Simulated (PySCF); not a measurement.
Si(CF3)(F)3 (CF6Si), SMILES FC(F)(F)[Si](F)(F)F.

Geometry optimised at B3LYP-D3(BJ)/def2-SVP.

These are TDA-CAM-B3LYP/def2-SVPD (PySCF) values and carry that method's errors.

Vertical excitations; the highest root listed may be one member of a degenerate set. Gas-phase values at a fixed geometry. State labels are in the subgroup Cs.

Computed lowest excited states:
```
state  symmetry  energy (eV)  λ (nm)      f                                                main pairs
-----  --------  -----------  ------  -----  --------------------------------------------------------
S1           A'         9.94     125  0.094                                            HOMO→LUMO 95 %
S2           A"        10.03     124  0.067                              HOMO→LUMO+1 (degenerate set)
S3           A'        10.03     124  0.067                              HOMO→LUMO+2 (degenerate set)
S4           A"        11.20     111  0.000                                          HOMO−2→LUMO 84 %
S5           A'        11.24     110  0.205                                          HOMO→LUMO+3 95 %
S6           A'        11.61     107  0.004  HOMO−3→LUMO, HOMO−5→LUMO, HOMO−1→LUMO+1 (degenerate set)
S7           A"        11.61     107  0.004  HOMO−4→LUMO, HOMO−6→LUMO, HOMO−1→LUMO+2 (degenerate set)
S8           A"        11.71     106  0.000                              HOMO−1→LUMO (degenerate set)
S9           A"        11.71     106  0.045               HOMO−1→LUMO+2, HOMO−4→LUMO (degenerate set)
S10          A'        11.71     106  0.045               HOMO−1→LUMO+1, HOMO−3→LUMO (degenerate set)
T1           A"         8.90     139      0                              HOMO→LUMO+1 (degenerate set)
T2           A'         8.90     139      0                              HOMO→LUMO+2 (degenerate set)
T3           A'         9.19     135      0                                            HOMO→LUMO 79 %
T4           A"        10.80     115      0                                          HOMO−2→LUMO 77 %
```
Triplets are in the Tamm–Dancoff approximation.
